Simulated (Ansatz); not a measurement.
`[F][Zr]([F])([Cl])[Cl]` + H₂S → `[F][Zr]([SH])([Cl])[Cl]` + H–F  (ligand exchange at a Zr–F bond)

Calculated with Ansatz (gas phase, PBE0-D4/def2-TZVP geometries, no zero-point term in ΔE). CBS: MP2 limit from def2 TZ/QZ plus the TZ coupled-cluster correction, frozen cores. This one scheme is used for every species. Functionals use def2-TZVPP. def2 core potentials past Kr. For Zr outer-core shells are correlated without core-valence functions, which leaves a few kJ/mol of doubt a bond. One conformer a species, not always the lowest.

`[F][Zr]([F])([Cl])[Cl]`:

```xyz
5

F     0.298    1.542    1.135
Zr   -0.062    0.044    0.055
F    -1.874   -0.422    0.255
Cl    0.361    0.575   -2.174
Cl    1.277   -1.739    0.730
```

H₂S:

```xyz
3

S     0.555   -0.269   -0.059
H     0.044    0.905   -0.459
H    -0.599   -0.636    0.518
```

`[F][Zr]([SH])([Cl])[Cl]`:

```xyz
6

F    -1.226   -0.370   -1.442
Zr    0.097    0.353   -0.318
S     0.175   -1.036    1.664
Cl   -0.429    2.536    0.300
Cl    2.182    0.328   -1.353
H    -0.799   -1.812    1.148
```

H–F:

Cartesian coordinates in Å:
```
F -0.071 0.442 0.105
H 0.071 -0.442 -0.105
```

CCSD(T)/CBS gives +78.3 kJ/mol.

(1) Another level gave +83.6 kJ/mol. Which?
A. PBE-QIDH/def2-TZVPP
B. B97M-V/def2-TZVPP
C. PBE-D4/def2-TZVPP
D. r2SCANh/def2-TZVPP

Largest T1 diagnostic among the species: 0.017.

Answers

(1) C. PBE-D4 83.6, r2SCANh 88.4, B97M-V 92.9, PBE-QIDH 79.0 kJ/mol.

From BLYP to BHLYP (50 % exact exchange), in def2-TZVPP and without D4, ΔE moves by −4.7 kJ/mol. In def2-TZVPP, CCSD(T) changes the Hartree–Fock value by −20.5 kJ/mol (the triples alone add −4.8 kJ/mol) and MP2 by −28.4 kJ/mol.
